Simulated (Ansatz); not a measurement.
Calculated with Ansatz (gas phase, PBE0-D4/def2-TZVP geometries, no zero-point term in ΔE). CCSD(T)/CBS is the MP2 limit (def2-TZVPP, def2-QZVPP) plus CCSD(T) − MP2 in def2-TZVPP, frozen cores. This one scheme is used for every species. Functionals use def2-TZVPP. For Ge outer-core shells are correlated without core-valence functions, which leaves a few kJ/mol of doubt a bond. Scalar relativity is left out up to krypton. Each species was taken in one conformer, which may not be the lowest.

Consider the formal exchange of groups at a Ge–Si bond: `BO[SiH2][GeH2][F]` + CH₃OH → `[OH][GeH2][F]` + `BO[SiH2]C`.

`BO[SiH2][GeH2][F]`:

Z-matrix (Å, degrees):
```
Si
O 1 1.657
Ge 1 2.389 2 107.9
H 1 1.485 2 108.0 3 -119.0
H 1 1.486 2 110.6 3 120.6
B 2 1.350 1 131.6 3 -108.7
F 3 1.752 1 105.2 2 61.6
H 3 1.538 1 114.8 2 -53.8
H 3 1.540 1 114.2 2 177.1
H 6 1.203 2 119.9 1 -3.1
H 6 1.197 2 117.8 1 177.3
```

CH₃OH:

Cartesian coordinates in Å:
```
C 0.173 -0.212 -0.228
O -0.119 0.399 1.007
H 1.026 -0.871 -0.065
H 0.448 0.517 -1.001
H -0.661 -0.820 -0.601
H -0.867 0.987 0.888
```

`[OH][GeH2][F]`:

```xyz
6

O    -1.311    0.010   -0.423
Ge    0.422    0.016   -0.108
F     0.710    1.091    1.228
H    -1.828   -0.385    0.283
H     0.927   -1.353    0.364
H     1.080    0.621   -1.345
```

`BO[SiH2]C`:

```xyz
11

B     0.311    1.792    1.342
O     0.227    0.478    1.070
Si   -0.685   -0.390   -0.016
C     0.455   -1.310   -1.154
H    -0.370    2.580    0.735
H     1.077    2.146    2.194
H    -1.520   -1.328    0.776
H    -1.565    0.546   -0.768
H    -0.120   -1.925   -1.852
H     1.069   -0.619   -1.737
H     1.120   -1.968   -0.589
```

| level | ΔE (kJ/mol) |
| --- | --- |
| PBE0 | -133.9 |
| CCSD/CBS(def2) | -146.2 |

**Question.** What does CCSD(T)/CBS give? (Best estimate.)

**Answer.** Ansatz gave: -146.7 kJ/mol. The listed levels differ from it by 12.8, 0.5 kJ/mol.

Largest T1 diagnostic among the species: 0.013.

From PBE to PBE0 (25 % exact exchange), in def2-TZVPP and without D4, ΔE moves by −5.2 kJ/mol.
